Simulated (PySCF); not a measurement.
**Excitation energy of Ti by level of theory**

Ti [Ar] 3d2 4s2 (3F) → Ti [Ar] 3d2 4s1 4p1 (high-spin determinant), as a difference of total energies. All numbers are calculated (PySCF 2.14, the non-relativistic Hamiltonian (point nucleus), in def2-QZVPPD (11s6p5d3f2g, 93 functions)). Correlated levels: valence: [Ar] frozen; valence and next inner shell: [Ne] frozen. The calculations carry no spin-orbit coupling.

```json
{"method": "UHF", "excitation energy (eV)": "0.987"}
{"method": "LDA", "excitation energy (eV)": "2.089"}
{"method": "PBE", "excitation energy (eV)": "1.888"}
{"method": "PBE0", "excitation energy (eV)": "1.779"}
{"method": "r2SCAN", "excitation energy (eV)": "1.603"}
{"method": "BHandHLYP", "excitation energy (eV)": "2.073"}
{"method": "CAM-B3LYP", "excitation energy (eV)": "2.085"}
{"method": "wB97M-V", "excitation energy (eV)": "2.141"}
{"method": "MP2 (valence)", "excitation energy (eV)": "1.692"}
{"method": "SCS-MP2 (valence)", "excitation energy (eV)": "1.939"}
{"method": "MP2 (valence and next inner shell)", "excitation energy (eV)": "1.888"}
{"method": "SCS-MP2 (valence and next inner shell)", "excitation energy (eV)": "2.055"}
```

Task: How much does correlation contribute at MP2 (valence and next inner shell)?

Result: 1.888 − (0.987) = 0.901 eV, measured against UHF.

A first-order spin-orbit estimate (lowest level to lowest level, LS coupling) adds -0.008 eV.

The determinant of the upper state mixes LS terms, which raises its energy above the lowest term, most at the Hartree-Fock and MP2 levels.
